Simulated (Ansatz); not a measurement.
`CO[SiH2]S` + `N[SiH2]F` → `CO[SiH2]N[SiH2]F` + H₂S  (ligand exchange at the Si–S bond)

Computed with Ansatz on PBE0-D4/def2-TZVP structures; ΔE is electronic, products minus reactants. CCSD(T)/CBS is the MP2 limit (def2-TZVPP, def2-QZVPP) plus CCSD(T) − MP2 in def2-TZVPP, frozen cores. This one scheme is used for every species. Functionals use def2-TZVPP. B3LYP here is the variant with VWN-RPA as its local correlation; programs differ in this. Each species was taken in one conformer, which may not be the lowest.

```json
{"level": "r2SCAN-D4", "ΔE (kcal/mol)": "-1.1", "difference from CCSD(T)/CBS": "1.2"}
{"level": "B3LYP-D4", "ΔE (kcal/mol)": "-2.3", "difference from CCSD(T)/CBS": "0.0"}
{"level": "ωB97X-V", "ΔE (kcal/mol)": "-1.8", "difference from CCSD(T)/CBS": "0.5"}
{"level": "ωB97M-V", "ΔE (kcal/mol)": "-2.0", "difference from CCSD(T)/CBS": "0.3"}
{"level": "PBE", "ΔE (kcal/mol)": "0.8", "difference from CCSD(T)/CBS": "3.1"}
{"level": "PBE0", "ΔE (kcal/mol)": "0.0", "difference from CCSD(T)/CBS": "2.3"}
{"level": "HF/def2-TZVPP", "ΔE (kcal/mol)": "-3.3", "difference from CCSD(T)/CBS": "-1.0"}
{"level": "SCS-MP2/def2-TZVPP", "ΔE (kcal/mol)": "-2.9", "difference from CCSD(T)/CBS": "-0.6"}
{"level": "CCSD(T)/def2-TZVPP", "ΔE (kcal/mol)": "-3.0", "difference from CCSD(T)/CBS": "-0.7"}
{"level": "CCSD/CBS(def2)", "ΔE (kcal/mol)": "-2.6", "difference from CCSD(T)/CBS": "-0.3"}
{"level": "CCSD(T)/CBS", "ΔE (kcal/mol)": "-2.3", "difference from CCSD(T)/CBS": "0"}
```

Largest T1 diagnostic among the species: 0.011.

From PBE to PBE0 (25 % exact exchange), in def2-TZVPP and without D4, ΔE moves by −0.7 kcal/mol. The D4 term adds −0.9 kcal/mol with B3LYP and −0.6 kcal/mol with PBE0; it sums over pairs of atoms, weighted by their polarisabilities, and B3LYP, whose exchange is more repulsive, gets the larger term.
